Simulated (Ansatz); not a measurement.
`O[SiH2]OCS` and `OCS` differ in one atom or group.

Ansatz, PBE0-D4/def2-TZVP geometries, multiplicity 1. Each molecule was computed in one conformer, which needn't be the lowest.

```csv
property,`O[SiH2]OCS`
HOMO–LUMO gap (B3LYP/def2-TZVPP) / eV,7.13
HOMO–LUMO gap (PBE/def2-TZVPP) / eV,5.43
size of the dipole moment (ωB97M-V/def2-TZVPP) / D,1.66
HOMO energy (PBE0/def2-TZVPP) / eV,-7.59
HOMO energy (B3LYP/def2-TZVPP) / eV,-7.35
LUMO energy (ωB97M-V/def2-TZVPP) / eV,1.86
```

Give the same properties after the change, and the shifts. (An estimate is asked.)

Ansatz gave: 
| property | `OCS` | shift |
| --- | --- | --- |
| HOMO–LUMO gap (B3LYP/def2-TZVPP) / eV | 7.01 | -0.12 |
| HOMO–LUMO gap (PBE/def2-TZVPP) / eV | 5.39 | -0.04 |
| size of the dipole moment (ωB97M-V/def2-TZVPP) / D | 2.42 | 0.76 |
| HOMO energy (PBE0/def2-TZVPP) / eV | -7.10 | 0.49 |
| HOMO energy (B3LYP/def2-TZVPP) / eV | -6.86 | 0.49 |
| LUMO energy (ωB97M-V/def2-TZVPP) / eV | 2.12 | 0.26 |

With PBE0 the HOMO rises by 0.49 eV and the LUMO rises by 0.42 eV, so the gap narrows by about 0.07 eV. PBE moves the HOMO by 0.48 eV and ωB97M-V by 0.50 eV. Dipoles are sizes alone; their direction can turn.

B3LYP here is the variant with VWN-RPA as its local correlation; programs differ in this.
